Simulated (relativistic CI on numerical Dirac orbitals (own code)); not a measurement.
# I51+: sensitivity of the levels to the model

Base calculation: Dirac-Coulomb-Breit CI, KLI orbitals optimised for each configuration, QED by a radiative potential, unscaled Slater integrals.

CI space: 1s2, 1s 2s, 1s 2p, 1s 3s, 1s 3p, 1s 3d, 1s 4s, 1s 4p, 1s 4d, 1s 4f, 1s 5s, 1s 5p, 1s 5d, 1s 5f, 1s 5g, 1s 6s, 1s 6p, 1s 6d, 2s2. Levels of other configurations are missing.

Variants: (1) valence Slater integrals scaled by 0.9; (2) Breit term removed; (3) non-relativistic limit. Shifts of the energy above 1s2 1S_0, in eV, for the lowest level and the first level of each name with at least 55 % of one term (blank where a level changes its place among those of its configuration and J or its character, or is not in the variant):

```
      Level     Base  Δ(1)   Δ(2)     Δ(3)
   1s2 1S_0      0.0   0.0    0.0      0.0
 1s 2s 3S_1  28968.9  +1.8  +55.5   -934.7
1s 2p 3P°_1  29044.5  -0.2  +54.3   -956.6
1s 2p 3P°_0  29049.6  +1.3  +34.4   -961.7
 1s 2s 1S_0  29051.8  -5.4  +44.3   -956.1
1s 2p 3P°_2  29402.3  +1.1  +54.3  -1314.3
1s 2p 1P°_1  29436.9  -2.1  +51.4  -1301.5
 1s 3s 3S_1  34440.6  +0.5  +55.4  -1234.0
1s 3p 3P°_1  34461.3  -0.1  +55.1  -1239.6
1s 3p 3P°_0  34462.6  +0.3  +49.8  -1241.0
 1s 3s 1S_0  34462.8  -1.4  +52.2  -1239.8
1s 3p 3P°_2  34567.6  +0.3  +55.2  -1346.0
 1s 3d 3D_2  34575.9   0.0  +56.0  -1345.3
 1s 3d 3D_1  34577.3   0.0  +54.4  -1346.7
1s 3p 1P°_1  34577.5  -0.6  +54.2  -1343.1
 1s 3d 3D_3  34609.5   0.0  +55.8  -1378.9
 1s 3d 1D_2  34610.8   0.0  +54.9  -1379.5
 1s 4s 3S_1  36331.7  +0.2  +55.4  -1322.4
1s 4p 3P°_1  36340.2   0.0  +55.3  -1324.6
1s 4p 3P°_0  36340.7  +0.1  +53.1  -1325.2
 1s 4s 1S_0  36340.8  -0.6  +54.1  -1324.8
1s 4p 3P°_2  36384.9  +0.1  +55.3  -1369.4
```

At this charge energies of transitions that change n are usually good to better than 1 %, and those within a shell (Δn = 0) to a few per cent.

Ionisation energy from the two ground configurations alone: base 38714.3 eV; Breit term removed 38769.8 eV. The NIST ASD value (theoretical) is 38717 eV.

LS names give the leading component of a level, which can be under half, so a name can repeat, a term be missing and a line seem to break the LS rules.
